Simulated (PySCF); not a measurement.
1,2-dihydrosiline (C5H8Si), SMILES C1=CC[SiH2]C=C1. Atoms are numbered in the order given.

```xyz
14

C      0.9373     1.3734    -0.4881
C     -0.3689     1.3999    -0.8219
C     -1.4140     0.4202    -0.3511
Si    -0.6904    -1.2282     0.2565
C      1.0526    -0.7985     0.7745
C      1.5984     0.3647     0.3524
H      1.5779     2.1794    -0.8588
H     -0.7186     2.2259    -1.4521
H     -1.9693     0.8809     0.4901
H     -2.1714     0.2582    -1.1359
H     -1.4981    -1.7732     1.3880
H     -0.6916    -2.2634    -0.8251
H      1.6712    -1.4713     1.3783
H      2.6340     0.5999     0.6290
```

The structure is a stationary point at B3LYP-D3(BJ)/def2-SVP. One conformer was computed; it need not be the lowest.

These are PySCF with KT2/pcSseg-1 values and carry that method's errors.

GIAO shieldings, no solvent; atoms listed in one row are averaged. δ = σ(ref) − σ: ¹³C against TMS (σ = 185.1 ppm); ²⁹Si against TMS (σ = 361.9 ppm); ¹H against TMS (σ = 31.47 ppm), references at their B3LYP-D3(BJ)/def2-TZVP geometries, non-relativistic.

```
nucleus  atoms  count  δ (ppm)
-------  -----  -----  -------
¹³C         C6      1    143.6
¹³C         C2      1    129.7
¹³C         C1      1    127.6
¹³C         C5      1    115.4
¹³C         C3      1     11.9
²⁹Si       Si4      1    -61.0
¹H         H14      1     6.88
¹H          H8      1     6.25
¹H         H13      1     6.02
¹H          H7      1     6.02
¹H         H12      1     4.93
¹H         H11      1     4.72
¹H          H9      1     2.33
¹H         H10      1     1.99
```
